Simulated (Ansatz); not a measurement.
Start from `[OH][Al]([F])[F]` and change one element to get `[OH][Ga]([F])[F]`.

Ansatz, PBE0-D4/def2-TZVP geometries, multiplicity 1. Each molecule was computed in one conformer, which needn't be the lowest.

Scalar relativity is left out up to krypton.

```
                                          property  `[OH][Al]([F])[F]`
size of the dipole moment (ωB97M-V/def2-TZVPP) / D                1.95
               HOMO energy (B3LYP/def2-TZVPP) / eV               -9.67
    size of the dipole moment (PBE/def2-TZVPP) / D                1.92
               LUMO energy (B3LYP/def2-TZVPP) / eV               -1.47
    zero-point energy (PBE0-D4/def2-TZVP) / kJ/mol                49.9
                 LUMO energy (PBE/def2-TZVPP) / eV               -1.97
```

(1) What does the change do to each property? (Estimate.)

Results:

(1) The calculation gave: 
```tsv
property	`[OH][Ga]([F])[F]`	shift
size of the dipole moment (ωB97M-V/def2-TZVPP) / D	2.02	0.07
HOMO energy (B3LYP/def2-TZVPP) / eV	-9.73	-0.06
size of the dipole moment (PBE/def2-TZVPP) / D	2.01	0.09
LUMO energy (B3LYP/def2-TZVPP) / eV	-2.20	-0.73
zero-point energy (PBE0-D4/def2-TZVP) / kJ/mol	46.9	-3.0
LUMO energy (PBE/def2-TZVPP) / eV	-2.78	-0.81
```

Dipoles are sizes alone; their direction can turn.

B3LYP here is the variant with VWN-RPA as its local correlation; programs differ in this.
